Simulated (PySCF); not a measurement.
# Telling isomers of C9H10 apart by NMR

Theoretical values (PySCF 2.14.0 with density-fitted response routines): geometry: GFN2-xTB, shieldings: GIAO PBE0/pcSseg-1. Isolated molecule, relativity neglected, rapidly exchanging positions averaged, single conformer.

Referencing at the same level of theory: TMS for 1H and 13C. Where no couplings were computed, multiplicities follow the n + 1 count of equivalent neighbours, and m marks all less simple cases (inequivalent or close neighbours, rings, F or P nearby). Shifts are as computed. Against solution values, carbons near 30 ppm lie about +3 ppm off and those near 130 ppm about +5 ppm. Of 1211 compounds with measured shifts, 218 miss one by over three times the rms of a fit or turn the order of signals round; such compounds aren't used in these exercises.

(1) Tabulate the signals of `C=C(C)c1ccccc1`, `C=C/C=C1C=CC\1=C\C`, `C=C(C)/C=C/C1=CC1=C` and their relative energies.

(2) What is the quickest way to tell C=C(C)c1ccccc1 from C=C/C=C1C=CC\1=C\C?

(3) What is the quickest way to tell C=C/C=C1C=CC\1=C\C from C=C(C)/C=C/C1=CC1=C?

(4) What is the quickest way to tell C=C(C)c1ccccc1 from C=C(C)/C=C/C1=CC1=C?

Results:

(1) 
```tsv
SMILES	carbon types	δC	δH	E rel. (kcal/mol)
C=C(C)c1ccccc1	2×C 5×CH 1×CH2 1×CH3	154.2, 148.6, 133.8, 133.1, 131.4, 119.7, 24.9	7.65 (m, 2H), 7.62 (m, 2H), 7.56 (m, 1H), 5.55 (m, 1H), 5.44 (m, 1H), 2.27 (s, 3H)	0.0
C=C/C=C1C=CC\1=C\C	2×C 5×CH 1×CH2 1×CH3	155.7, 152.0, 148.4, 147.3, 142.0, 123.0, 121.9, 118.9, 17.6	7.27 (m, 1H), 7.13 (m, 1H), 6.79 (m, 1H), 6.25 (d, 1H), 5.52 (m, 1H), 5.41 (m, 1H), 5.41 (q, 1H), 2.00 (d, 3H)	61.6
C=C(C)/C=C/C1=CC1=C	3×C 3×CH 2×CH2 1×CH3	155.5, 150.0, 144.6, 134.1, 131.8, 125.4, 117.3, 66.8, 21.0	7.84 (s, 1H), 7.07 (d, 1H), 6.52 (d, 1H), 5.73 (m, 1H), 5.67 (m, 1H), 4.13 (m, 1H), 4.07 (m, 1H), 2.07 (s, 3H)	80.8
```

Energies are electronic energies at PBE0/pcSseg-1 on these geometries, without zero-point or thermal terms, each for the one conformer computed, which needn't be the lowest.

(2) Count the carbon signals: 7 against 9. The first has an aromatic CH at 131.4 ppm, the second an alkene CH at 155.7 ppm. Their most deshielded carbons lie at 154.2 and 155.7 ppm.

(3) Both give the same number of carbon signals, but DEPT or the intensities differ. The first has a terminal =CH2 carbon at 123.0 ppm, the second a terminal =CH2 carbon at 66.8 ppm. Their most deshielded carbons lie at 155.7 and 155.5 ppm. In the proton spectra the most deshielded non-exchanging signals are 7.27 (m, 1H) and 7.84 (s, 1H).

(4) Count the carbon signals: 7 against 9. The first has a terminal =CH2 carbon at 119.7 ppm, the second a terminal =CH2 carbon at 66.8 ppm. Their most deshielded carbons lie at 154.2 and 155.5 ppm.
